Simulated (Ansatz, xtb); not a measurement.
Diatomic HfIn, multiplicity 4 (lowest of 2S+1 = 2, 4, 6 at PBE0/def2-TZVPP; our sources give no spin for the ground state, which may be another). No spin–orbit coupling.

Seven points along R, fitted to fifth degree in 1/R; most abundant isotopes. In def2 and cc sets the state is the lowest found near the PBE0 minimum, followed along R.

Run with Ansatz (a program for electronic structure) with Gaussian orbitals; xtb for the GFN methods. Values without a source in brackets are computed. In def2 rows elements past Kr take small-core potentials, without spin–orbit coupling. The GFN methods have no spin term and hold the electronic entropy of 300 K.

```tsv
level	r_e (Å)	ω_e (cm⁻¹)	ω_e x_e (cm⁻¹)	dipole (D)
GFN1-xTB	2.864	193	0.60	-
GFN2-xTB	2.876	159	0.19	-
SVWN5/def2-TZVPP	2.812	___	0.33	1.47
r2SCAN/def2-TZVPP	2.834	146	0.33	1.40
B97M-V/def2-TZVPP	2.911	131	0.36	0.90
PBE0/def2-TZVPP	2.840	148	0.33	1.34
BHLYP/def2-TZVPP	2.854	142	0.82	1.55
wB97X-V/def2-TZVPP	___	___	0.73	1.78
```

Problem. Some entries are withheld; supply them.

Solution. 
- wB97X-V/def2-TZVPP, r_e (Å): 2.828
- wB97X-V/def2-TZVPP, ω_e (cm⁻¹): 143
- SVWN5/def2-TZVPP, ω_e (cm⁻¹): 150

Doubts at one or more of the structures used: a spin-contaminated determinant (r2SCAN/def2-TZVPP, PBE0/def2-TZVPP).
